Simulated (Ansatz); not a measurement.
Relaxation of F2Ge2H4O (9 atoms, charge 0, multiplicity 1), to a largest force component of 0.02 eV/Å in at most 40 steps.

All numbers below come from RKS PBE/def2-SVP (Ansatz 0.2.0).

```xyz
9
Properties=species:S:1:pos:R:3
Ge 0.000 0.000 0.000
O 0.000 0.000 1.770
H -0.909 -0.281 2.107
Ge 2.263 0.000 -0.799
H 2.749 -1.461 -0.978
H 2.331 0.737 -2.161
H 3.174 0.724 0.225
F -0.791 1.371 -0.559
F -0.791 -1.371 -0.559
```

Where does it end, and by what steps?

It converged. The force dipped under the threshold on the way, but the program's further checks kept it going. After 13 steps the energy has fallen by 0.286 eV; H6 moved furthest, 0.45 Å.

```csv
step,energy less start (eV),largest force component (eV/Å),accepted
0,0.0000,3.000,yes
1,-0.2250,1.234,yes
2,-0.2691,0.144,yes
3,-0.2727,0.350,yes
4,-0.2738,0.183,yes
5,-0.2820,0.058,yes
6,-0.2832,0.053,yes
7,-0.1554,2.260,no
8,-0.2841,0.016,yes
9,-0.2850,0.059,yes
10,-0.2854,0.027,yes
11,-0.2856,0.001,yes
12,-0.2857,0.005,yes
13,-0.2856,0.016,yes
```

```xyz
9
Properties=species:S:1:pos:R:3
Ge 0.055 0.014 0.023
O -0.023 -0.368 1.758
H -0.945 -0.356 2.082
Ge 2.335 -0.003 -0.814
H 2.935 -1.406 -0.569
H 2.286 0.316 -2.325
H 3.131 1.079 -0.048
F -0.757 1.552 -0.233
F -0.993 -1.110 -0.830
```

Whether the end is a true minimum wasn't checked by a vibrational analysis.

Run time: 29 s on 4 threads of Intel(R) Xeon(R) Platinum 8259CL CPU @ 2.50GHz (Skylake/Cascade Lake), with other jobs on the host, peak memory 0.21 GiB.
